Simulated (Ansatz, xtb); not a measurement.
C4H2F2Si: which of two isomers lies lower

We compare I, `C#C[Si](F)(F)C#C`, a singlet, with II, `C#CC#C[SiH](F)F`, a singlet. Both are isolated molecules in the gas phase, relaxed with PBE0-D4/def2-SVP.

Energies in hartree; the thermal terms are from GFN2-xTB frequencies at re-optimised GFN2-xTB minima (ideal gas, soft modes damped towards free rotors, one conformer each, 298.15 K, 1 atm) and include the zero-point energy:

|  | I | II |
| --- | --- | --- |
| E, CCSD(T)/def2-SVP | −641.109477 | −641.101167 |
| E, MP2/def2-SVP | −641.050523 | −641.044502 |
| E, MP2/def2-TZVPP | −641.849897 | −641.839349 |
| zero-point energy | 0.043057 | 0.041804 |
| H(298 K) − E | 0.052703 | 0.051256 |
| G(298 K) − E | 0.010106 | 0.008223 |

Question: Correct the CCSD(T) difference for the basis set by the MP2 change, then work out ΔE, ΔE₀, ΔH and ΔG for I → II in kJ/mol (1 Eh = 2625.50 kJ/mol) and the equilibrium ratio [II]/[I].

Answer: 1. Differences II − I: CCSD(T) +0.008310, MP2 in the small set +0.006021, MP2 in the large set +0.010548 Eh.
2. ΔE = +0.008310 + (+0.010548 − (+0.006021)) = +0.012837 Eh = +33.70 kJ/mol.
3. ΔE₀ = ΔE + ΔZPE = +0.012837 + (−0.001253) Eh = +30.41 kJ/mol.
4. ΔH = ΔE + (−0.001447) Eh = +29.90 kJ/mol.
5. ΔG = ΔE + (−0.001883) Eh = +28.76 kJ/mol, so ΔS = (ΔH − ΔG)/T = +3.8 J/(mol K).
6. kT = 0.9442 mEh, so K = [II]/[I] = exp(−ΔG/kT) = exp(−11.60) ≈ 9.2 × 10^−6.

Structure I is favoured at this temperature. An error of 4 kJ/mol in ΔG would change K by a factor of 5. GFN2-xTB gave ΔE the other sign. Mirror images and further conformers aren't counted.

As drawn, II has 1 C–C, 1 Si–H in place of 1 C–Si, 1 C–H.

Other levels gave ΔE = −78.4 (GFN2-xTB); +32.2 (HF/STO-3G, GFN2-xTB geometries); +4.0 (r2SCAN-D4/def2-SVP, GFN2-xTB geometries); +7.9 (PBE0-D4/def2-SVP); +32.7 (HF/def2-SVP); +15.8 (MP2/def2-SVP); +21.8 (CCSD(T)/def2-SVP) kJ/mol. The correlated steps freeze 11 core orbitals. Programs: Ansatz 0.2.0, xtb 6.7.1.
